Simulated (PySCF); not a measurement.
Record of a relaxation.

Species: 1-ethylpyrrole, C6H9N.
Numbering: `[CH3:1][CH2:2][n:3]1[cH:4][cH:5][cH:6][cH:7]1` (hydrogens: H8, H9, H10 on C1; H11, H12 on C2; H13 on C4; H14 on C5; H15 on C6; H16 on C7)

Method: PySCF, PBE0-D3(BJ)/def2-SVP geometry optimisation, gas phase; density fitting, grid level 2; the optimiser is geomeTRIC in internal coordinates, started from a GFN2-xTB structure. The frame can shift and turn from step to step; on so coarse a grid that alone can change the energy by a few meV, and forces under 0.02 eV/Å are noise.

Step 0: E = -7843.9062 eV, largest atomic force 0.770 eV/Å
```
atom  x, y, z in Å  |  force x, y, z in eV/Å
C1     -2.090    0.154    0.648    0.286  -0.160  -0.603
C2     -1.284   -0.181   -0.608   -0.266   0.187   0.698
N3      0.131   -0.099   -0.367   -0.127  -0.066  -0.237
C4      0.889    1.023   -0.482   -0.067   0.216  -0.103
C5      2.168    0.730   -0.093    0.109  -0.004   0.068
C6      2.183   -0.627    0.281    0.112   0.039   0.054
C7      0.913   -1.104    0.105   -0.065  -0.245   0.023
H8     -3.154    0.085    0.440   -0.480  -0.017  -0.033
H9     -1.842   -0.539    1.449    0.070  -0.250   0.340
H10    -1.863    1.163    0.983    0.066   0.390   0.165
H11    -1.524   -1.195   -0.941   -0.005  -0.154  -0.186
H12    -1.543    0.517   -1.410   -0.010   0.038  -0.240
H13     0.467    1.942   -0.841   -0.274   0.508  -0.203
H14     2.999    1.407   -0.079    0.453   0.423  -0.023
H15     3.029   -1.183    0.633    0.459  -0.362   0.198
H16     0.513   -2.086    0.271   -0.262  -0.544   0.084
```

Step 1: E = -7843.9625 eV, largest atomic force 0.155 eV/Å
```
atom  x, y, z in Å  |  force x, y, z in eV/Å
C1     -2.216    0.130    0.526   -0.028   0.029   0.108
C2     -1.401   -0.199   -0.710    0.032  -0.040  -0.146
N3      0.027   -0.124   -0.495   -0.013   0.009   0.024
C4      0.786    1.010   -0.611   -0.062   0.002  -0.020
C5      2.073    0.712   -0.218    0.080   0.080   0.005
C6      2.089   -0.656    0.158    0.081  -0.064   0.045
C7      0.811   -1.141   -0.020   -0.061  -0.014  -0.016
H8     -3.295    0.060    0.315    0.034  -0.002  -0.007
H9     -1.979   -0.564    1.347   -0.012   0.022  -0.020
H10    -1.999    1.152    0.877   -0.011  -0.029  -0.006
H11    -1.633   -1.216   -1.068   -0.002   0.045   0.013
H12    -1.653    0.487   -1.535   -0.001  -0.033   0.034
H13     0.347    1.939   -0.974    0.013  -0.028   0.013
H14     2.915    1.404   -0.213   -0.031  -0.029  -0.004
H15     2.945   -1.229    0.512   -0.032   0.022  -0.019
H16     0.395   -2.133    0.147    0.012   0.031  -0.004
```

Step 2: E = -7843.9629 eV, largest atomic force 0.059 eV/Å
```
atom  x, y, z in Å  |  force x, y, z in eV/Å
C1     -2.215    0.130    0.528   -0.007   0.005   0.017
C2     -1.401   -0.200   -0.712    0.019   0.005  -0.014
N3      0.026   -0.123   -0.496    0.054  -0.005   0.024
C4      0.787    1.009   -0.611   -0.018   0.033  -0.021
C5      2.075    0.713   -0.217   -0.020  -0.009   0.001
C6      2.090   -0.656    0.160   -0.020   0.006  -0.004
C7      0.810   -1.138   -0.020   -0.007  -0.036   0.000
H8     -3.293    0.059    0.315   -0.002  -0.001  -0.003
H9     -1.979   -0.563    1.348    0.001  -0.002  -0.006
H10    -2.001    1.151    0.877    0.001  -0.001  -0.006
H11    -1.634   -1.216   -1.069    0.000   0.002   0.006
H12    -1.656    0.485   -1.536   -0.002   0.002   0.005
H13     0.349    1.938   -0.973    0.002   0.006   0.001
H14     2.916    1.404   -0.213   -0.003   0.001  -0.002
H15     2.945   -1.230    0.512   -0.002  -0.001  -0.001
H16     0.394   -2.130    0.146    0.002  -0.005   0.003
```

Step 3: E = -7843.9628 eV, largest atomic force 0.076 eV/Å
```
atom  x, y, z in Å  |  force x, y, z in eV/Å
C1     -2.214    0.132    0.528    0.003  -0.008  -0.027
C2     -1.399   -0.200   -0.713   -0.004  -0.006   0.044
N3      0.028   -0.126   -0.495   -0.052   0.017  -0.019
C4      0.783    1.009   -0.611    0.042  -0.059   0.022
C5      2.072    0.714   -0.216   -0.005  -0.018   0.004
C6      2.089   -0.656    0.160   -0.012   0.024  -0.009
C7      0.811   -1.143   -0.019    0.018   0.053  -0.014
H8     -3.290    0.062    0.314   -0.014   0.000   0.001
H9     -1.980   -0.563    1.348    0.005  -0.010   0.004
H10    -1.997    1.152    0.878    0.005   0.010  -0.002
H11    -1.635   -1.214   -1.070   -0.005  -0.018  -0.001
H12    -1.652    0.485   -1.536   -0.001   0.013  -0.009
H13     0.344    1.937   -0.973   -0.006   0.006  -0.002
H14     2.911    1.406   -0.212    0.016   0.010   0.002
H15     2.945   -1.228    0.511    0.015  -0.007   0.006
H16     0.396   -2.135    0.146   -0.006  -0.007   0.002
```

Step 4: E = -7843.9630 eV, largest atomic force under 0.02 eV/Å
```
atom  x, y, z in Å  |  force x, y, z in eV/Å
C1     -2.215    0.131    0.528   -0.001  -0.003  -0.011
C2     -1.400   -0.200   -0.712    0.001   0.001   0.016
N3      0.027   -0.124   -0.495   -0.015   0.005  -0.004
C4      0.785    1.010   -0.611    0.010  -0.015   0.004
C5      2.073    0.714   -0.217   -0.007  -0.009   0.000
C6      2.090   -0.656    0.160   -0.003   0.005  -0.003
C7      0.811   -1.141   -0.020    0.008   0.015  -0.006
H8     -3.292    0.060    0.314   -0.005   0.000   0.001
H9     -1.980   -0.563    1.348    0.003  -0.004   0.001
H10    -1.999    1.151    0.877    0.002   0.004  -0.001
H11    -1.635   -1.215   -1.069   -0.001  -0.007   0.000
H12    -1.654    0.485   -1.536    0.000   0.006  -0.004
H13     0.346    1.938   -0.973   -0.002   0.004   0.000
H14     2.914    1.405   -0.213    0.005   0.004   0.001
H15     2.945   -1.229    0.511    0.006  -0.003   0.003
H16     0.395   -2.133    0.146   -0.002  -0.003   0.001
```

Q: Summarise the path.

A: The energy falls by 1.31 kcal/mol from step 0 to step 4; nine tenths of that is first reached at step 1. It never rises by more than 0.2 meV. The largest force goes from 0.770 to under 0.02 eV/Å. Among the bonds C5–H14 changes most (a near tie, within 0.001 Å, with another), from 1.072 to 1.088 Å; the atoms move by 0.023 Å rms after alignment.

What follows is the cost of the whole optimisation. Hardware: Arm Neoverse V2, one thread, no GPU, shared host. Cost: 41 s of wall time, 0.71 GiB resident at most.
